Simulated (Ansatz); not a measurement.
H3NOSi, SMILES `N[Si]O` (lower singlet) (charge 0, multiplicity 1). This singlet lies 2.60 eV below the relaxed triplet at the level frozen-core CCSD(T)/cc-pVTZ // PBE0-D3(BJ)/def2-TZVP (Ansatz, a program for electronic structure).

Method: BLYP/cc-pVTZ // PBE0-D3(BJ)/def2-TZVP (Ansatz).

Ansatz 0.2 input:
```yaml
crystal:
  periodic: [false, false, false]
  atoms:
    - { symbol: N, position_ang: [0.922217, 0.105758, 0.161874] }
    - { symbol: Si, position_ang: [-0.183331, -1.193762, 0.34838] }
    - { symbol: O, position_ang: [-1.652505, -0.439339, 0.229864] }
    - { symbol: H, position_ang: [1.915555, -0.066002, 0.192749] }
    - { symbol: H, position_ang: [0.71914, 1.084708, 0.015874] }
    - { symbol: H, position_ang: [-1.721071, 0.50864, 0.089406] }
basis:
  gaussian: { orbitals: cc-pVTZ }
hamiltonian:
  xc: blyp
```

Output:

```
Functional definition: BLYP
797 factors; their error is unknown
mean field evaluation 1: about -11449.8887 eV, gradient 9.7e1 eV
mean field evaluation 2: about -11387.3198 eV, gradient 1.8e2 eV
mean field evaluation 4: about -11465.3272 eV, gradient 1.4e1 eV
mean field evaluation 8: about -11465.8321 eV, gradient 2.3e-1 eV
mean field evaluation 16: about -11465.8008 eV, gradient 5.8e-5 eV
mean field -11465.80077858 eV, -421.3604068140 hartree, gradient 5.8e-5 eV, S^2 0.000000; 0 other end points of the search recorded, 0 dependent functions left out
reference -11465.80105030 eV, -421.3604167996 hartree; 16, 16 occupied and 120, 120 virtual orbitals, 797 factors
Total energy: -11465.80105030 eV, -421.3604167996 hartree
```
